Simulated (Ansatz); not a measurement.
Li₄F₄ (the lowest singlet isomer of a short search). Total charge 0; singlet. Geometry PBE-D4/def2-SVP, basis def2-TZVP, Ansatz.

```xyz
8

Li   -1.523   -1.333    0.714
Li    1.150   -1.680   -0.685
Li   -1.148    1.680    0.689
Li    1.520    1.333   -0.718
F    -0.278   -2.236    0.020
F     1.983   -0.257   -1.039
F     0.276    2.236   -0.024
F    -1.981    0.257    1.043
```

```tsv
run	HOMO (eV)	LUMO (eV)
A	-11.08	0.18
B	-7.46	-0.85
C	-12.35	1.06
D	-7.86	-0.24
E	-7.93	-0.69
F	-11.44	0.07
```

LC-ωPBE has ω = 0.4 bohr⁻¹. The structure comes from a short search, and lower isomers may exist.

Problem. The runs used B97M-V, BHLYP, CAM-B3LYP, LC-ωPBE, PBE, r2SCAN. Estimate which is which.

Solution. A CAM-B3LYP (range-separated); B PBE (0 % exact exchange); C LC-ωPBE (range-separated); D r2SCAN (0 % exact exchange); E B97M-V (0 % exact exchange); F BHLYP (50 % exact exchange). Exact exchange lowers occupied and raises empty levels; among semilocal functionals meta-GGAs tend to open the gap a little, and such runs are hard to tell apart. The gap grows from 6.60 eV (PBE) to 13.40 eV (LC-ωPBE).
